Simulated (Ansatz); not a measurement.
Total energies of C4H10O2Si (`CC(C)(C)O[Si]O`).

```xyz
17

C     1.536   -0.332   -0.388
C     0.046   -0.044   -0.279
C    -0.314    1.201   -1.074
C    -0.762   -1.240   -0.760
O    -0.346    0.201    1.073
Si    0.512    0.226    2.485
O    -0.715    0.585    3.524
H     1.805   -0.515   -1.430
H     2.128    0.513   -0.027
H     1.812   -1.214    0.195
H    -1.378    1.421   -0.969
H    -0.091    1.061   -2.135
H     0.254    2.061   -0.713
H    -1.830   -1.041   -0.652
H    -0.552   -1.451   -1.811
H    -0.515   -2.127   -0.173
H    -1.589    0.694    3.133
```

Total charge 0; spin multiplicity 1. The geometry is a stationary point of PBE0-D4/def2-TZVP. It is one conformer, not always the lowest. Basis def2-TZVPP, the Gaussian-basis code of Ansatz.

RPA on PBE orbitals: Hartree–Fock energy of these orbitals -596.08129 Eh, correlation -2.08340 Eh (frozen core).

```json
{"functional": "LDA (SPW92)", "energy without D4 (Eh)": "-594.87540", "D4 term (kJ/mol)": "–"}
{"functional": "PBE", "energy without D4 (Eh)": "-598.06067", "D4 term (kJ/mol)": "-40.6"}
{"functional": "BLYP", "energy without D4 (Eh)": "-598.47546", "D4 term (kJ/mol)": "-88.8"}
{"functional": "B97M-V", "energy without D4 (Eh)": "-598.48283", "D4 term (kJ/mol)": "–"}
{"functional": "PBE0", "energy without D4 (Eh)": "-598.11394", "D4 term (kJ/mol)": "-34.5"}
{"functional": "B3LYP", "energy without D4 (Eh)": "-598.62276", "D4 term (kJ/mol)": "-64.6"}
{"functional": "r2SCAN0", "energy without D4 (Eh)": "-598.35440", "D4 term (kJ/mol)": "-12.5"}
{"functional": "HSE06 (plane-wave form)", "energy without D4 (Eh)": "-598.09082", "D4 term (kJ/mol)": "-32.1"}
{"functional": "CAM-B3LYP", "energy without D4 (Eh)": "-598.46468", "D4 term (kJ/mol)": "-34.9"}
{"functional": "LC-ωPBE", "energy without D4 (Eh)": "-598.31273", "D4 term (kJ/mol)": "–"}
{"functional": "ωB97X-V", "energy without D4 (Eh)": "-598.45526", "D4 term (kJ/mol)": "–"}
{"functional": "ωB97M-V", "energy without D4 (Eh)": "-598.45103", "D4 term (kJ/mol)": "–"}
{"functional": "B2PLYP", "energy without D4 (Eh)": "-598.22944", "D4 term (kJ/mol)": "–"}
{"functional": "PBE-QIDH", "energy without D4 (Eh)": "-597.99066", "D4 term (kJ/mol)": "–"}
```

Task: Give the same for revPBE, r2SCAN, r2SCANh, BHLYP. (An estimate is asked.)

Result: Ansatz gave: 
```json
{"functional": "revPBE", "energy without D4 (Eh)": "-598.42427", "D4 term (kJ/mol)": "-128.3"}
{"functional": "r2SCAN", "energy without D4 (Eh)": "-598.39427", "D4 term (kJ/mol)": "-10.8"}
{"functional": "r2SCANh", "energy without D4 (Eh)": "-598.37766", "D4 term (kJ/mol)": "-11.4"}
{"functional": "BHLYP", "energy without D4 (Eh)": "-598.41949", "D4 term (kJ/mol)": "-46.8"}
```

B3LYP takes the VWN-RPA correlation (the form of Gaussian; ORCA's B3LYP/G). HSE06 is the plane-wave form, built on full-range PBE exchange. The double hybrids freeze the cores in their second-order part.

LC-ωPBE has ω = 0.4 bohr⁻¹.
